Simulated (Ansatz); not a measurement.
`O=CB[SiH3]` + HCl → `[SiH3]BCl` + `C=O` at 298.15 K and 1 bar (ligand exchange at a B–C bond).

Program: Ansatz. Geometries: PBE0-D4/def2-TZVP. ΔE: electronic, gas phase. CBS: MP2 limit from def2 TZ/QZ plus the TZ coupled-cluster correction, frozen cores. This one scheme is used for every species. One conformer a species, not always the lowest.

```tsv
species	CCSD(T)/CBS energy (Eh)	H − E (kJ/mol)	S (J/(mol·K))
`O=CB[SiH3]`	-430.03905	163.2	328.5
HCl	-460.38127	26.6	186.8
`[SiH3]BCl`	-776.06195	115.2	310.7
`C=O`	-114.39408	80.1	218.6
```

H − E and S are ideal-gas, rigid-rotor, harmonic terms from PBE0-D4/def2-TZVP, for one conformer and one mirror image of each species. 1 Eh = 2625.50 kJ/mol, R = 8.31446 J/(mol·K).

Task: By hand: ΔE, ΔH, ΔS and ΔG.

Result: ΔE = (-776.06195) + (-114.39408) − (-430.03905) − (-460.38127) = -0.03571 Eh = -93.8 kJ/mol. Δ(H − E) = 115.2 + 80.1 − 163.2 − 26.6 = 5.5, so ΔH = -88.3 kJ/mol. ΔS = 310.7 + 218.6 − 328.5 − 186.8 = 14.0 J/(mol·K). ΔG = -88.3 − 298.15 × (14.0)/1000 = -92.5 kJ/mol.

Task: By hand: the equilibrium constant, and the temperature at which ΔG would vanish if ΔH and ΔS stayed fixed.

Result: log₁₀ K = −ΔG/(RT ln 10) = 16.2. ΔH and −TΔS have one sign here, so there is no such temperature.

The number of gas molecules stays the same, so ΔS is small and ΔH decides. A doubt of 5 kJ/mol in ΔE shifts log₁₀ K by 0.9 here. Other conformers and mirror images would add mixing entropy, several J/(mol·K) or more a flexible species. Modes under 60 cm⁻¹, often nearly free rotors, make the harmonic entropy too high. These are equilibria of isolated gas molecules and say nothing of rates. Largest T1 diagnostic: 0.021 (customary marks: 0.02 for closed shells, 0.045 for open ones).
